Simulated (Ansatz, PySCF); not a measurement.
Gas-phase reaction in SMILES: C[SiH](C)[SiH2]Cl -> C[Si](C)[SiH2]Cl + H atom (the H-Si bond at the site shown breaks; other sites are not compared here)
Structures are relaxed separately at B3LYP-D3(BJ)/def2-TZVP in Ansatz (a quantum-chemistry and plane-wave program), one conformer each, not searched for the lowest.
Geometry of the first species:
```xyz
14

C     -1.6376     1.6539    -0.3761
Si    -0.9293     0.0330    -1.0087
C     -1.8436    -1.4411    -0.2874
Si     1.3277    -0.0996    -0.3901
Cl     1.3901    -0.0439     1.6987
H     -2.7001     1.7317    -0.6167
H     -1.1270     2.5106    -0.8191
H     -1.5291     1.7199     0.7081
H     -0.9997    -0.0050    -2.4953
H     -2.9080    -1.3911    -0.5272
H     -1.4527    -2.3817    -0.6789
H     -1.7407    -1.4590     0.7992
H      1.9881    -1.3595    -0.8065
H      2.1476     1.0360    -0.8751
```
Charge 0, spin multiplicity 1.

Wanted: bond dissociation energy (0 K, with B3LYP-D3(BJ) harmonic zero-point energies from PySCF), in kcal/mol. Valence correlation only, unless marked. Open shells are spin-unrestricted. No spin-orbit coupling. Non-relativistic. Basis-set limits of correlation are two-point, X^-3; Hartree-Fock from the larger set.

Level to compare with: CCSD(T)/CBS(cc-pV(T+d)Z,cc-pV(Q+d)Z) (Ansatz), 90.0 kcal/mol. It is a level with limits of its own, and the differences hold the functionals' basis error too.

Rank these functionals by how close they come to CCSD(T)/CBS(cc-pV(T+d)Z,cc-pV(Q+d)Z), closest first: wB97M-V/def2-TZVPD (Ansatz); revPBE/def2-TZVPD (Ansatz); B3LYP/def2-TZVPD (Ansatz).

wB97M-V/def2-TZVPD (range-separated hybrid meta-GGA with VV10, 90.2 kcal/mol, difference 0.2), B3LYP/def2-TZVPD (global hybrid, 87.3 kcal/mol, difference -2.7), revPBE/def2-TZVPD (GGA, 81.4 kcal/mol, difference -8.6)
